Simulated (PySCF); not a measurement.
# MAs for M along group 13

CCSD(T) with double-zeta basis sets in PySCF, for the lowest determinant that a PBE0 search found; no spin–orbit coupling. De refers to high-spin ground-configuration atoms.

| M | basis | reference, frozen orbitals | state (unpaired electrons) | Re (Å) | ωe (cm⁻¹) | De (eV) |
| --- | --- | --- | --- | --- | --- | --- |
| B | x2c-SVPall | ROHF, 10 | triplet (σ ↑, π ↑) | 1.864 | 799 | 2.47 |
| Ga | cc-pVDZ-PP | UHF, 8 | triplet (π ↑↑) | 2.591 | 207 | 1.47 |
| In | cc-pVDZ-PP | UHF, 8 | triplet (π ↑↑) | 2.783 | 172 | 1.31 |
| Tl | def2-SVP | UHF, 13 | triplet (π ↑↑) | 2.858 | 152 | 1.25 |

(1) By what factor does the well depth vary along the series?

The rows differ in basis set, which adds steps of its own.

The state changes along the series, so neighbouring rows are not always alike in their bonding.

Correlated steps freeze the inner cores (8 to 13 orbitals); shallow outer-core shells are correlated. UHF and ROHF references stand side by side, which adds small steps between rows. Correlated levels converge slowly with the basis: in double zeta they bind strong bonds too weakly, by up to about 1 eV, and carry superposition errors of some tenths. These are scalar-relativistic numbers at best; spin–orbit coupling would shift them, the dissociation energy most. States were picked by a PBE0 search and need not be the measured ground states.

## Answers

(1) At CCSD(T) it runs from 1.25 eV (TlAs) to 2.47 eV (BAs), a factor of 1.98.
